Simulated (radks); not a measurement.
Species: Bi20+. Configuration: [Kr] 4d10 4f14 5s2 5p1 (the NIST ground configuration).

Calculated with a radial shooting solver on a logarithmic mesh with Libxc functionals: scalar-relativistic Kohn-Sham, PBEsol, spin-polarised, spherical densities, finite nucleus; open shells are filled with parallel spins first (spin-orbit coupling, left out, can overturn this in heavy ions); Fermi nuclear charge, rms radius 5.5211 fm.

Energy parts (eV):
total: -581467.99
kinetic: 659460.39
electron-nucleus: -1423370.65
Hartree: 192547.66
exchange-correlation: -10105.39

Orbitals (lengths in bohr, moments of r in powers of bohr; <r^-3> diverges for s and p1/2):
orbital  occ.  eigenvalue (eV)  <r^-3>
1s up       1        -91068.16       -
1s down     1        -91067.91       -
2s up       1        -16753.29       -
2s down     1        -16753.16       -
2p up       3        -14408.75   31030
2p down     3        -14408.56   31030
3s up       1        -4393.650       -
3s down     1        -4393.501       -
3p up       3        -3723.174    7245
3p down     3        -3723.006    7244
3d up       5        -3049.009   874.0
3d down     5        -3048.845   874.0
4s up       1        -1355.796       -
4s down     1        -1355.513       -
4p up       3        -1134.765    1816
4p down     3        -1134.444    1817
4d up       5        -881.8595   196.2
4d down     5        -881.4660   196.4
4f up       7        -602.7251   41.64
4f down     7        -602.2299   41.74
5s up       1        -574.0850       -
5s down     1        -571.7492       -
5p up       1        -499.9492   490.2
5p down     0        -497.4550   491.6

The highest occupied level is 5p up at -499.95 eV. Spin moment in Bohr magnetons: 1. For comparison, the ionisation energy in NIST's Atomic Spectra Database is 550 eV (theoretical). In exact Kohn-Sham theory the highest level is minus the ionisation energy, but local and semilocal functionals leave it too shallow, through self-interaction and a potential that decays too fast; potentials with the right tail come closer. The spin density at the nucleus is -18.66 e/bohr^3 (1s -4.79, 2s 1.26, 3s 1.58, 4s -0.39, 5s -16.32). The density falls to 0.001 e/bohr^3 at r = 1.67 bohr. Summed over all electrons, <r^2> = 9.016 bohr^2, which gives a Langevin (diamagnetic) susceptibility term of -7.14 x 10^-6 cm^3/mol.
